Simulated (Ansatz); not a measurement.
Molecular dynamics of H₆C₅O₇

Input file:

```yaml
crystal:
  lattice:
    - [8.657947, 0.0, 0.0]
    - [0.0, 8.657947, 0.0]
    - [0.0, 0.0, 8.657947]
  atoms:
    - { symbol: C, position: [0.0638212, 0.09493564, 0.9470131] }
    - { symbol: C, position: [-0.04154774, 0.23027109, 0.98231728] }
    - { symbol: O, position: [-0.137059, 0.18926271, 1.11208791] }
    - { symbol: H, position: [-0.19857747, 0.27914626, 1.13875579] }
    - { symbol: H, position: [0.02710131, 0.33427301, 1.00925038] }
    - { symbol: H, position: [-0.11378134, 0.25719127, 0.8806112] }
    - { symbol: H, position: [0.14511739, 0.12537457, 0.85436326] }
    - { symbol: H, position: [0.13091645, 0.06273015, 1.04994384] }
    - { symbol: H, position: [-0.00299159, -0.00620862, 0.90967346] }
    - { symbol: C, position: [0.23533667, 0.55083108, 0.75425754] }
    - { symbol: C, position: [0.15666607, 0.6697315, 0.65243391] }
    - { symbol: O, position: [-0.00626942, 0.66839665, 0.68468513] }
    - { symbol: H, position: [-0.05524413, 0.74289919, 0.61642847] }
    - { symbol: H, position: [0.20520567, 0.78539063, 0.67589683] }
    - { symbol: H, position: [0.17734135, 0.64334454, 0.52961643] }
    - { symbol: H, position: [0.36026984, 0.55079707, 0.73257329] }
    - { symbol: H, position: [0.21568834, 0.57668876, 0.87693427] }
    - { symbol: H, position: [0.19096387, 0.43437693, 0.73027909] }
    - { symbol: C, position: [0.61587107, 0.78896298, 0.46571665] }
    - { symbol: O, position: [0.4913287, 0.73729188, 0.45688176] }
    - { symbol: O, position: [0.74078632, 0.83996366, 0.47452144] }
    - { symbol: C, position: [0.46390369, 0.95502895, 0.97517731] }
    - { symbol: O, position: [0.46559907, 0.9881673, 0.84412892] }
    - { symbol: O, position: [0.46020486, 0.92138518, 1.10610623] }
    - { symbol: C, position: [0.33483299, 0.40428515, 0.20028916] }
    - { symbol: O, position: [0.43122836, 0.33408637, 0.13594099] }
    - { symbol: O, position: [0.23831942, 0.47387916, 0.26455401] }
    - { symbol: C, position: [0.1777957, 0.08217171, 0.47285206] }
    - { symbol: O, position: [0.0659748, 0.00509535, 0.47397316] }
    - { symbol: O, position: [0.28947636, 0.15994334, 0.47146244] }
    - { symbol: C, position: [0.84455159, 0.68978607, -0.01577505] }
    - { symbol: O, position: [0.73700568, 0.73736166, -0.08494192] }
    - { symbol: O, position: [0.94985038, 0.64220445, 0.05640539] }
    - { symbol: C, position: [0.7522483, 0.342055, 0.48111218] }
    - { symbol: O, position: [0.76898574, 0.25748532, 0.58545438] }
    - { symbol: O, position: [0.73449026, 0.42774262, 0.37718002] }
basis:
  ecutwfc: 420.0
kpoints:
  mp_grid: { grid: [1, 1, 1] }
hamiltonian:
  xc: pbe
scf:
  occupations: { method: fermi_dirac, width: 0.05 }
  lower_state_search: "off"
md:
  timestep: 0.75
  n_steps: 220
  ensemble: nvt_langevin
  temperature: 700.0
  initial_velocities: maxwell_boltzmann
  seed: 86267
  friction: 0.02
  masses: [{ species: H, mass: 2.014 }]
```

Launched with:

```bash
$ ansatz run input.yaml --threads 1 --pin off --max-ram 3072MiB --backend cpu --events-out ev --progress --plain --runs-dir out
```

It starts from a partly relaxed structure (largest force component 0.77 eV/Å).

Output, in part (step lines):

```
md step     0: t =     0.00 fs  T =   680.6 K  F+E_penalty+E_count = -10640.04480763 eV  E_kin = 3.166870 eV  (11 SCF iters)
md step     1: t =     0.75 fs  T =   612.3 K  F+E_penalty+E_count = -10639.97384415 eV  E_kin = 2.849050 eV  (9 SCF iters)
md step     2: t =     1.50 fs  T =   574.3 K  F+E_penalty+E_count = -10639.79657751 eV  E_kin = 2.672196 eV  (9 SCF iters)
md step     3: t =     2.25 fs  T =   532.9 K  F+E_penalty+E_count = -10639.56675041 eV  E_kin = 2.479752 eV  (9 SCF iters)
md step     4: t =     3.00 fs  T =   501.8 K  F+E_penalty+E_count = -10639.33805159 eV  E_kin = 2.335070 eV  (9 SCF iters)
md step     5: t =     3.75 fs  T =   432.4 K  F+E_penalty+E_count = -10639.15052779 eV  E_kin = 2.012253 eV  (7 SCF iters)
md step     6: t =     4.50 fs  T =   421.4 K  F+E_penalty+E_count = -10639.02299394 eV  E_kin = 1.960836 eV  (8 SCF iters)
md step     7: t =     5.25 fs  T =   411.3 K  F+E_penalty+E_count = -10638.95758920 eV  E_kin = 1.913731 eV  (7 SCF iters)
[... lines left out ...]
```

The steps, from the saved trajectory:

```tsv
time (fs)	T (K)	potential energy less start (eV)
0.0	681	0.000
5.2	411	1.087
10.5	401	1.442
15.8	543	1.038
21.0	510	1.238
26.2	461	1.581
31.5	502	1.816
36.8	614	1.311
42.0	503	2.017
47.2	600	1.897
52.5	650	2.171
57.8	580	2.388
63.0	758	2.171
68.2	683	2.274
73.5	781	1.849
78.8	832	2.255
84.0	732	2.336
89.2	789	1.727
94.5	816	1.855
99.8	690	2.471
105.0	731	2.316
110.2	698	2.112
115.5	707	2.242
120.8	697	2.161
126.0	732	2.223
131.2	513	2.666
136.5	722	2.193
141.8	704	1.862
147.0	605	2.282
152.2	636	2.326
157.5	637	2.490
162.8	730	2.184
```

All steps were run. A run of 0.17 ps of so small a system gives no equilibrium averages. Limits of this set-up: coarse k mesh.

Mean squared displacements from the first frame to the last, about the centre of mass: C 0.44 Å², O 0.58 Å², H 0.77 Å².

Last frame:

```xyz
36
Lattice="8.6579 0.0000 0.0000 0.0000 8.6579 0.0000 0.0000 0.0000 8.6579" Properties=species:S:1:pos:R:3
C 1.412 1.023 8.773
C 0.308 2.023 8.766
O -1.053 1.541 8.898
H -1.585 2.281 9.034
H 0.575 2.738 9.523
H 0.359 2.475 7.718
H 2.307 1.512 8.380
H 1.801 0.435 9.671
H 0.994 0.208 7.949
C 2.673 5.114 6.827
C 1.829 5.893 5.771
O 0.559 5.202 5.872
H -0.220 5.672 5.603
H 1.624 6.940 6.173
H 1.987 5.935 4.700
H 3.729 5.396 6.654
H 2.251 5.273 7.879
H 2.402 4.144 6.445
C 5.391 7.482 3.348
O 4.261 7.304 3.109
O 6.583 7.596 3.527
C 4.010 8.149 8.087
O 3.906 7.817 6.982
O 4.205 8.371 9.209
C 3.435 3.988 1.569
O 4.386 3.260 1.405
O 2.653 4.820 1.775
C 1.741 1.436 4.017
O 1.004 0.551 3.920
O 2.577 2.297 4.057
C 6.806 6.140 0.062
O 6.023 6.315 -0.777
O 7.615 5.984 0.837
C 5.980 3.408 4.626
O 6.058 2.517 5.361
O 6.094 4.278 3.838
```

The run took 16 min on 1 thread of Arm Neoverse V1, on a shared host, peak memory 0.57 GiB.
